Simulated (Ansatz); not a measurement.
A run for Ansatz (an electronic-structure program): R-r2SCAN/def2-TZVPP on H2IIn (SMILES [InH2][I]), a point of a bond scan (R = 2.700 Å). Elements past Kr take the def2 small-core potentials; no spin–orbit coupling.

Ansatz 0.2 input:
```yaml
crystal:
  periodic: [false, false, false]
  atoms:
    - {symbol: In, position_ang: [-0.72638877, -1.13552285, 0.19955666]}
    - {symbol: H, position_ang: [-0.06961712, -2.17409956, 1.39445122]}
    - {symbol: H, position_ang: [-2.11914691, -1.24747254, -0.79314453]}
    - {symbol: I, position_ang: [0.71286441, 1.11438097, -0.19584118]}
basis:
  gaussian:
    orbitals: def2-TZVPP
    pivot_positions_ang: [[-0.72638877, -1.13552285, 0.19955666], [-0.06961712, -2.17409956, 1.39445122], [-2.11914691, -1.24747254, -0.79314453], [0.71286441, 1.11438097, -0.19584118]]
hamiltonian:
  xc: {name: r2SCAN}
scf: {lower_state_search: off}
output: {orbitals: {seedname: ./end}}
```

It printed:

```
WARN ansatz: RAYON_NUM_THREADS=1 ignored (pool sized by the plan → 1); use --threads N
Functional definition: r2SCAN
these checks for a lower state are left out or cut short: stability, starts, cluster_reference, orbital_swaps, neighbouring_geometries, increment
integrals: 0.05 GiB planned
873 factors; their error is unknown
mean field: 0.36 GiB planned
mean field evaluation 1: about -13312.6960 eV, gradient 1.7e1 eV
mean field evaluation 2: about -13312.8022 eV, gradient 1.8e1 eV
mean field evaluation 4: about -13313.5051 eV, gradient 1.7e0 eV
mean field evaluation 8: about -13313.5115 eV, gradient 4.9e-2 eV
mean field evaluation 16: about -13313.5005 eV, gradient 2.0e-5 eV
mean field -13313.50046735 eV, -489.2621179604 hartree, gradient 1.6e-6 eV, S^2 0.000000; 0 other end points of the search recorded, 0 dependent functions left out
reference -13313.50047984 eV, -489.2621184192 hartree; 24, 24 occupied and 104, 104 virtual orbitals, 873 factors
Total energy: -13313.50047984 eV, -489.2621184192 hartree
Checks for a lower state left out: stability, starts, cluster_reference, orbital_swaps, neighbouring_geometries, increment
```

Self-consistency was reached.

Cost: very roughly 4 core-seconds.
